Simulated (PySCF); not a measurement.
Simulated Si 2p region for Si(OH)Me3 (`C[Si](C)(C)O`), binding energy against the vacuum level.

Every computed line was given a Gaussian of 0.6 eV full width at half maximum and an area set by the number of equivalent atoms (split 2:1 within a doublet); the highest printed point is 100. Computed, not measured: PySCF, delta-SCF UKS SCAN, pcX-2 on the ionised atom, pcseg-1 elsewhere, spin-free X2C.

binding energy (eV), intensity and a bar:
```
    105.7          1 
    105.8          2 #
    105.9          6 ##
    106.0         14 ####
    106.1         28 ########
    106.2         48 ##############
    106.3         71 #####################
    106.4         91 ###########################
    106.5        100 ##############################
    106.6         97 #############################
    106.7         84 #########################
    106.8         71 #####################
    106.9         62 ###################
    107.0         58 #################
    107.1         55 ################
    107.2         49 ###############
    107.3         40 ############
    107.4         28 ########
    107.5         17 #####
    107.6          9 ###
    107.7          4 #
    107.8          2 
    107.9          0 
    108.0          0
```

How many maxima does the curve show, and how many computed lines lie under it?

The curve has 1 maximum (at 106.5 eV). Under it lie 2 lines from 1 inequivalent silicon site, drawn as a 2p3/2, 2p1/2 pair. At this width some lines have no maximum of their own.

Decompose the envelope and assign each component. Bonds: Si1–O2, Si1–C4, Si1–C8, Si1–C12. Hydrogens: H3 on O2; H5, H6, H7 on C4; H9, H10, H11 on C8; H13, H14, H15 on C12.

```csv
position (eV),relative area,line,atoms,environment
106.50,0.67,Si 2p3/2,Si1,silicon bonded to 3 C and O
107.13,0.33,Si 2p1/2,Si1,silicon bonded to 3 C and O
```

What are the centre and the root-mean-square width of the whole band?

The area-weighted mean of the lines is 106.71 eV. Their own spread about it is 0.29 eV (rms) and each Gaussian has σ = 0.6/2.355 = 0.25 eV; the variances add, which gives 0.39 eV.

Shake-up satellites, vibrational structure and lifetime widths aren't simulated. Spin–orbit coupling isn't in the SCF: each 2p doublet comes from a relaxed spin-free hole plus a matrix of the shell (mean-field spin–orbit coupling and the ground-state 2p splitting), with 2p3/2 averaged over its two sublevels. 2p1/2 minus 2p3/2 (ligand field included): Si 0.63 eV. Isolated species at its PBE0-D3(BJ)/def2-SVP geometry, gas phase.

On Intel Xeon at 2.50 GHz, one thread (shared host), this took 72 s wall, 63 s CPU and 0.56 GiB of memory at its peak.
